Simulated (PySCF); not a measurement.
## Two-dimensional NMR puzzle

Compound of formula C4H3F5O. Correlations simulated from computed shifts and the bond graph:

HSQC (one-bond C–H):
```csv
δH,δC
5.22,85.9
5.15,85.9
5.08,92.3
```

COSY cross peaks (H two or three bonds apart, from the bond graph; peaks can be absent where the dihedral angle is near 90°):
```csv
δH,δH
5.22,5.15
```

HMBC (two and three bonds, from the bond graph):
```csv
δH,δC
5.22,"122.7, 92.3"
5.15,"122.7, 92.3"
5.08,"131.0, 122.7, 85.9"
```

Carbons without hydrogens: δ 131.0, 122.7.

- geometry from GFN2-xTB
- GIAO PBE0/pcSseg-1 shieldings
- code: PySCF 2.14
- no solvent, equivalent nuclei averaged, one conformer, relativity neglected

Referencing at the same level of theory: 1H (σref 31.72) and 13C (σref 186.93) against TMS.

Exchangeable hydrogens are left out of these lists.

Task: Which molecule is this?

Result: SMILES FC1(F)[C@@H](C(F)(F)F)OC1.

Mapped SMILES: `[F:1][C:2]([F:3])([F:4])[C@H:5]1[O:6][CH2:7][C:8]1([F:9])[F:10]` (H(Xn): hydrogen on atom n). Ha(C7) is cis to C2 on the ring; Hb(C7) is trans to C2 on the ring.

- δC 131.0 is C2, a CF3 carbon.
- δC 122.7 is C8, a fully substituted sp3 carbon bonded to 2 F.
- δC 92.3 is C5, an sp3 CH bonded to O (δH 5.08).
- δC 85.9 is C7, an sp3 CH2 bonded to O (δH 5.15, 5.22).
- HMBC from δH 5.22 reaches the proton-free carbon C8.
- HMBC from δH 5.15 reaches the proton-free carbon C8.
- HMBC from δH 5.08 reaches the proton-free carbons C2, C8.
- COSY links 5.22–5.15.

This is the structure that produced the data.

Shifts are as computed. Against solution values, carbons near 30 ppm lie about +3 ppm off and those near 130 ppm about +5 ppm. Of 1309 compounds with measured shifts, 239 miss one by over three times the rms of a fit or turn the order of signals round; such compounds aren't used in these exercises.
